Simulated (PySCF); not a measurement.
How methods differ on the ionisation energy of Tb²⁺

Tb²⁺ [Xe] 4f9 (high-spin determinant) → Tb³⁺ [Xe] 4f8 (7F), as a difference of total energies. All numbers are calculated (PySCF 2.14, the spin-free X2C one-electron Hamiltonian (Gaussian nucleus), in ANO-RCC-VTZP (8s7p5d3f2g1h, 104 functions)). The calculations carry no spin-orbit coupling.

```csv
method,ionisation energy (eV)
UHF,17.419
r2SCANh,22.173
BHandHLYP,20.888
```

The reference lies between the lowest fine-structure levels, while these numbers refer to the centres of the terms.

The determinant of Tb²⁺ mixes LS terms, which raises its energy above the lowest term, most at the Hartree-Fock and MP2 levels.

For comparison: 21.82 ± 0.03 eV (semi-empirical (NIST evaluation); NIST Atomic Spectra Database, ionization energies).
